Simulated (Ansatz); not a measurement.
Input for Ansatz (a first-principles code): U-r2SCAN/def2-TZVPP on FHTe (SMILES F[TeH]), a point of a bond scan (R = 2.313 Å). Elements past Kr take the def2 small-core potentials; no spin–orbit coupling.

Ansatz 0.2 input:
```yaml
crystal:
  periodic: [false, false, false]
  atoms:
    - {symbol: Te, position_ang: [0.18518663, -0.06058026, 0.20051425]}
    - {symbol: H, position_ang: [1.31186066, -0.30942416, -1.00396715]}
    - {symbol: F, position_ang: [-1.49591273, 0.47339575, -1.29647271]}
basis:
  gaussian:
    orbitals: def2-TZVPP
hamiltonian:
  xc: {name: r2SCAN}
magnetization: {spin_polarized: true, initial_magnetization: 0}
```

The head of its log:

```
WARN ansatz: RAYON_NUM_THREADS=1 ignored (pool sized by the plan → 1); use --threads N
Functional definition: r2SCAN
integrals: 0.02 GiB planned
601 factors; their error is unknown
mean field: 0.27 GiB planned
mean field evaluation 1: about -10024.5199 eV, gradient 3.1e1 eV
mean field evaluation 2: about -9889.8259 eV, gradient 1.4e2 eV
```

Problem. Predict the final total energy.

Solution. -368.5239 hartree. Its determinant has ⟨S²⟩ = 0.13, a mixture of spin states.
